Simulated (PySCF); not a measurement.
**Static response to an electric field**

Compound: GeH2Me(NHtBu), C5H15GeN.
Geometry (PBE0-D3(BJ)/def2-SVP, Å), atoms numbered from 1 in this order:
```
atom  x, y, z in Å
Ge1    0.249    1.812    0.545
H2    -0.271    1.897    1.995
H3     1.801    1.795    0.603
C4    -0.358    3.337   -0.503
H5    -0.051    4.278   -0.023
H6    -1.455    3.330   -0.588
H7     0.075    3.309   -1.514
N8    -0.472    0.328   -0.269
C9    -0.062   -1.052   -0.018
C10    0.067   -1.265    1.489
C11   -1.157   -1.970   -0.566
C12    1.272   -1.381   -0.701
H13   -0.645    0.484   -1.259
H14    0.323   -2.312    1.712
H15    0.864   -0.636    1.918
H16   -0.876   -1.018    1.998
H17   -2.117   -1.752   -0.077
H18   -0.909   -3.031   -0.407
H19   -1.285   -1.816   -1.651
H20    2.075   -0.727   -0.324
H21    1.196   -1.228   -1.789
H22    1.574   -2.426   -0.527
```

Level: B3LYP/def2-SVPD (PySCF), static field, nuclei fixed, core orbitals frozen in the response. The polarisability tensor in these axes (au):

```
x    95.13   0.38   1.66
y     0.38 117.82  -0.51
z     1.66  -0.51  96.64
```

Problem. Give the principal values, the mean and the anisotropy Δα = √{½[(α1 − α2)² + (α2 − α3)² + (α1 − α3)²]}.

Solution. Principal values 94.05, 97.71 and 117.84 au; mean 103.20 au = 15.29 Å³ = 17.01 × 10⁻⁴⁰ C²·m²/J; Δα = 22.19 au (21 % of the mean).

Problem. What is the dipole moment, and where does it point?

Solution. (0.14, -0.02, -0.75) D, 0.76 D in size, pointing from the negative to the positive side. Measured along this direction, the outermost atoms are H16 and H2 at the negative end and H21 at the positive end.

Problem. What would n − 1 = 2πNα be for an ideal gas of these molecules at 500 K and 1 atm, electronic part alone?

Solution. N = p/kT = 1.4678 × 10¹⁹ cm⁻³, so n − 1 = 2π × N × 15.29 × 10⁻²⁴ cm³ = 1410 × 10⁻⁶ at long wavelengths.

Problem. Find the Langevin capture rate constant for NO+ (29.998 u) meeting this molecule (163.042 u), k = 2.342 × 10⁻⁹ cm³/s × √(α in Å³ / reduced mass in u).

Solution. The reduced mass is 25.34 u, so k = 1.82 × 10⁻⁹ cm³/s. The formula leaves out the permanent dipole, which adds to the capture rate.

Problem. What molar refraction does this α imply?

Solution. Lorentz–Lorenz: R = (4π/3)N_A α = 2.5225 cm³/(mol·Å³) × 15.29 Å³ = 38.6 cm³/mol, in the limit of long wavelengths.

One conformer (not necessarily the lowest) at the PBE0-D3(BJ)/def2-SVP geometry, without solvent, vibrations or thermal averaging. The calculation is non-relativistic, for germanium too.
